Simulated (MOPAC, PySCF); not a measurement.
C₃H₃F, SMILES `C#CCF`, neutral singlet in the gas phase. 

Cartesian coordinates (Å):
SMILES: C(F)C#C
```xyz
7

C      1.7042     0.0295     0.2753
C      0.5091    -0.0120     0.0870
C     -0.9252    -0.0768    -0.1356
F     -1.4427     1.1749    -0.5057
H      2.7614     0.0700     0.4410
H     -1.1605    -0.7888    -0.9440
H     -1.4461    -0.3967     0.7820
```
Charge 0, multiplicity 1.

All levels are single points at this geometry (PBE-D3(BJ)/def2-TZVP); Pople sets use spherical d functions. Orbital energies aren't observables, and empty levels follow the basis.

PM3 in MOPAC gives gap (eV) = 12.39.

Problem. Estimate the gap (eV) from each of these levels: PBE-D3(BJ)/def2-TZVP in PySCF; B3LYP/3-21G in PySCF; B3LYP/6-311+G** in PySCF; B3LYP/6-31G* in PySCF; BP86/6-31G* in PySCF; SVWN5/6-31G* in PySCF; AM1 in MOPAC; PM6 in MOPAC.

Solution. 
```csv
level,gap (eV)
PBE-D3(BJ)/def2-TZVP in PySCF,5.76
B3LYP/3-21G in PySCF,8.15
B3LYP/6-311+G** in PySCF,7.45
B3LYP/6-31G* in PySCF,7.88
BP86/6-31G* in PySCF,5.96
SVWN5/6-31G* in PySCF,5.83
AM1 in MOPAC,12.48
PM6 in MOPAC,12.24
```
